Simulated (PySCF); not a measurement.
PySCF job for GeH5Si, SMILES [SiH2][GeH3] (connectivity only; charge and spin as stated), charge +1, multiplicity 1, HF/pcSseg-2. The structure is a stationary point at PBE0-D3(BJ)/def2-TZVP. The multiplicity is an assumed one; other spin states were not compared. The isomer is the one that the SMILES or the coordinates give; other isomers of the formula were not compared.

```python
import numpy as np
from pyscf import gto, scf, dft
from pyscf.prop.nmr import rhf as nmr

mol = gto.M(
    atom='''
    Si    1.63811415   -0.00979557   -0.00000000
    Ge   -0.76655780   -0.00108579    0.00000000
    H     2.46712972    0.02207175   -1.22664220
    H     2.46712972    0.02207175    1.22664220
    H    -1.00784108    1.51316197   -0.00000000
    H    -1.16508343   -0.69271110   -1.29791369
    H    -1.16508343   -0.69271110    1.29791368
    ''',
    basis='pcSseg-2',
    charge=1,
    spin=0,
    max_memory=1600,
    verbose=3,
)
mf = scf.RHF(mol).density_fit(auxbasis='def2-universal-jkfit')
mf.conv_tol = 1e-10
mf.max_cycle = 100
mf.kernel()
n = nmr.NMR(mf)
n.verbose = 2
n.max_cycle_cphf = 60
sigma = n.kernel()
print('atom   isotropic/ppm   span/ppm')
for i, s in enumerate(sigma):
    w = np.linalg.eigvalsh((s + s.T) / 2)
    print(f'{mol.atom_symbol(i):2s}{i + 1:3d} {w.mean():14.3f} {w[2] - w[0]:11.3f}')
```

Program output:

```
converged SCF energy = -2366.93862602428
atom   isotropic/ppm   span/ppm
Si  1        -73.346    1008.837
Ge  2       1747.428      77.984
H   3         22.758       6.900
H   4         22.758       6.900
H   5         27.305      17.012
H   6         26.959      17.707
H   7         26.959      17.707
```

The calculation finished and met its thresholds.

Cost: about 30 core-seconds (a rough figure).
